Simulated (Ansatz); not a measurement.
Ansatz (an electronic-structure program) input (B3LYP/6-31G*):

Ansatz 0.2 input:
```yaml
crystal:
  periodic: [false, false, false]
  atoms:
    - {symbol: F, position_ang: [0.00000000, 0.00000000, 1.84279754]}
    - {symbol: S, position_ang: [0.00000000, 0.00000000, 0.00000000]}
    - {symbol: F, position_ang: [-0.00000000, -0.00000000, -1.84279754]}
basis:
  gaussian:
    orbitals: 6-31G*
hamiltonian:
  xc: {name: B3LYP}
total_charge: -1
magnetization: {spin_polarized: true, initial_magnetization: 1}
phonons: {temperatures: {t_min: 298.15, t_max: 298.15, t_step: 100}}
```

Output:

```
WARN ansatz: RAYON_NUM_THREADS=1 ignored (pool sized by the plan → 1); use --threads N
Functional definition: B3LYP
integrals: 0.01 GiB planned
451 factors; integrals over basis functions are off by at most 6.5e-5 eV
mean field: 0.16 GiB planned
mean field evaluation 1: about -16267.3755 eV, gradient 1.1e1 eV
mean field evaluation 2: about -16267.4374 eV, gradient 1.2e1 eV
mean field evaluation 4: about -16267.7997 eV, gradient 1.1e0 eV
mean field evaluation 8: about -16267.8186 eV, gradient 8.8e-3 eV
mean field evaluation 16: about -16267.8186 eV, gradient 2.1e-5 eV
mean field -16267.81864172 eV, -597.8313083598 hartree, gradient 2.1e-5 eV, S^2 0.752156; 0 other end points of the search recorded, 0 dependent functions left out
the calculation of the forces begins
reference -16267.81877978 eV, -597.8313134333 hartree; 18, 17 occupied and 31, 32 virtual orbitals, 451 factors
these checks for a lower state are left out or cut short: stability, starts, cluster_reference, orbital_swaps, neighbouring_geometries, increment
integrals: 0.01 GiB planned
451 factors; integrals over basis functions are off by at most 6.5e-5 eV
mean field: 0.16 GiB planned
mean field -16267.81863645 eV, -597.8313081661 hartree, gradient 1.7e-6 eV, S^2 0.752156; 0 other end points of the search recorded, 0 dependent functions left out
the calculation of the forces begins
reference -16267.81877451 eV, -597.8313132396 hartree; 18, 17 occupied and 31, 32 virtual orbitals, 451 factors
these checks for a lower state are left out or cut short: stability, starts, cluster_reference, orbital_swaps, neighbouring_geometries, increment
integrals: 0.01 GiB planned
451 factors; integrals over basis functions are off by at most 6.5e-5 eV
mean field: 0.16 GiB planned
mean field -16267.81863645 eV, -597.8313081661 hartree, gradient 1.7e-6 eV, S^2 0.752156; 0 other end points of the search recorded, 0 dependent functions left out
the calculation of the forces begins
reference -16267.81877451 eV, -597.8313132396 hartree; 18, 17 occupied and 31, 32 virtual orbitals, 451 factors
these checks for a lower state are left out or cut short: stability, starts, cluster_reference, orbital_swaps, neighbouring_geometries, increment
integrals: 0.01 GiB planned
451 factors; integrals over basis functions are off by at most 6.5e-5 eV
mean field: 0.16 GiB planned
mean field evaluation 32: about -16267.8047 eV, gradient 5.1e-2 eV
mean field -16267.81864241 eV, -597.8313083850 hartree, gradient 1.1e-6 eV, S^2 0.752156; 0 other end points of the search recorded, 0 dependent functions left out
the calculation of the forces begins
reference -16267.81878046 eV, -597.8313134585 hartree; 18, 17 occupied and 31, 32 virtual orbitals, 451 factors
these checks for a lower state are left out or cut short: stability, starts, cluster_reference, orbital_swaps, neighbouring_geometries, increment
integrals: 0.01 GiB planned
451 factors; integrals over basis functions are off by at most 6.5e-5 eV
mean field: 0.16 GiB planned
mean field -16267.81864241 eV, -597.8313083850 hartree, gradient 1.1e-6 eV, S^2 0.752156; 0 other end points of the search recorded, 0 dependent functions left out
the calculation of the forces begins
reference -16267.81878046 eV, -597.8313134585 hartree; 18, 17 occupied and 31, 32 virtual orbitals, 451 factors
these checks for a lower state are left out or cut short: stability, starts, cluster_reference, orbital_swaps, neighbouring_geometries, increment
integrals: 0.01 GiB planned
451 factors; integrals over basis functions are off by at most 6.5e-5 eV
mean field: 0.16 GiB planned
mean field -16267.81861283 eV, -597.8313072979 hartree, gradient 2.4e-6 eV, S^2 0.752157; 0 other end points of the search recorded, 0 dependent functions left out
the calculation of the forces begins
reference -16267.81875100 eV, -597.8313123758 hartree; 18, 17 occupied and 31, 32 virtual orbitals, 451 factors
these checks for a lower state are left out or cut short: stability, starts, cluster_reference, orbital_swaps, neighbouring_geometries, increment
integrals: 0.01 GiB planned
451 factors; integrals over basis functions are off by at most 6.5e-5 eV
mean field: 0.16 GiB planned
mean field -16267.81859879 eV, -597.8313067819 hartree, gradient 2.7e-6 eV, S^2 0.752155; 0 other end points of the search recorded, 0 dependent functions left out
the calculation of the forces begins
reference -16267.81873672 eV, -597.8313118509 hartree; 18, 17 occupied and 31, 32 virtual orbitals, 451 factors
these checks for a lower state are left out or cut short: stability, starts, cluster_reference, orbital_swaps, neighbouring_geometries, increment
integrals: 0.01 GiB planned
451 factors; integrals over basis functions are off by at most 6.5e-5 eV
mean field: 0.16 GiB planned
mean field evaluation 64: about -16267.8186 eV, gradient 1.2e-6 eV
mean field -16267.81862063 eV, -597.8313075848 hartree, gradient 1.2e-6 eV, S^2 0.752156; 0 other end points of the search recorded, 0 dependent functions left out
the calculation of the forces begins
reference -16267.81875869 eV, -597.8313126583 hartree; 18, 17 occupied and 31, 32 virtual orbitals, 451 factors
these checks for a lower state are left out or cut short: stability, starts, cluster_reference, orbital_swaps, neighbouring_geometries, increment
integrals: 0.01 GiB planned
451 factors; integrals over basis functions are off by at most 6.5e-5 eV
mean field: 0.16 GiB planned
mean field -16267.81862063 eV, -597.8313075848 hartree, gradient 1.2e-6 eV, S^2 0.752156; 0 other end points of the search recorded, 0 dependent functions left out
the calculation of the forces begins
reference -16267.81875869 eV, -597.8313126583 hartree; 18, 17 occupied and 31, 32 virtual orbitals, 451 factors
these checks for a lower state are left out or cut short: stability, starts, cluster_reference, orbital_swaps, neighbouring_geometries, increment
integrals: 0.01 GiB planned
451 factors; integrals over basis functions are off by at most 6.5e-5 eV
mean field: 0.16 GiB planned
mean field -16267.81864445 eV, -597.8313084602 hartree, gradient 2.6e-6 eV, S^2 0.752156; 0 other end points of the search recorded, 0 dependent functions left out
the calculation of the forces begins
reference -16267.81878251 eV, -597.8313135336 hartree; 18, 17 occupied and 31, 32 virtual orbitals, 451 factors
these checks for a lower state are left out or cut short: stability, starts, cluster_reference, orbital_swaps, neighbouring_geometries, increment
integrals: 0.01 GiB planned
451 factors; integrals over basis functions are off by at most 6.5e-5 eV
mean field: 0.16 GiB planned
mean field -16267.81864445 eV, -597.8313084602 hartree, gradient 2.6e-6 eV, S^2 0.752156; 0 other end points of the search recorded, 0 dependent functions left out
the calculation of the forces begins
reference -16267.81878251 eV, -597.8313135336 hartree; 18, 17 occupied and 31, 32 virtual orbitals, 451 factors
these checks for a lower state are left out or cut short: stability, starts, cluster_reference, orbital_swaps, neighbouring_geometries, increment
integrals: 0.01 GiB planned
451 factors; integrals over basis functions are off by at most 6.5e-5 eV
mean field: 0.16 GiB planned
mean field -16267.81858956 eV, -597.8313064428 hartree, gradient 1.1e-6 eV, S^2 0.752156; 0 other end points of the search recorded, 0 dependent functions left out
the calculation of the forces begins
reference -16267.81872762 eV, -597.8313115163 hartree; 18, 17 occupied and 31, 32 virtual orbitals, 451 factors
these checks for a lower state are left out or cut short: stability, starts, cluster_reference, orbital_swaps, neighbouring_geometries, increment
integrals: 0.01 GiB planned
451 factors; integrals over basis functions are off by at most 6.5e-5 eV
mean field: 0.16 GiB planned
mean field evaluation 96: about -16267.8185 eV, gradient 9.6e-2 eV
mean field -16267.81858956 eV, -597.8313064428 hartree, gradient 1.1e-6 eV, S^2 0.752156; 0 other end points of the search recorded, 0 dependent functions left out
the calculation of the forces begins
reference -16267.81872762 eV, -597.8313115163 hartree; 18, 17 occupied and 31, 32 virtual orbitals, 451 factors
WARN: phonons: modes at or below zero, which the zero-point energy, F, S and C_V leave out: 1, the lowest at -116.89 cm⁻¹ …
Total energy: -16267.81877978 eV, -597.8313134333 hartree
Atom 0 at     0.000000     0.000000     1.842798 Å, force     0.000000     0.000000     0.002749 eV/Å
Atom 1 at     0.000000     0.000000     0.000000 Å, force    -0.000000    -0.000000     0.000000 eV/Å
Atom 2 at    -0.000000    -0.000000    -1.842798 Å, force     0.000000     0.000000    -0.002749 eV/Å
Dipole moment:    -0.000000    -0.000000    -0.000000 e Å
Vibrations: -116.89 324.88 457.78 510.93 cm⁻¹, zero-point energy 0.080192 eV
```

The blocks after the first are displaced geometries, from whose forces the wavenumbers follow.

The dipole moment of an ion depends on the origin.
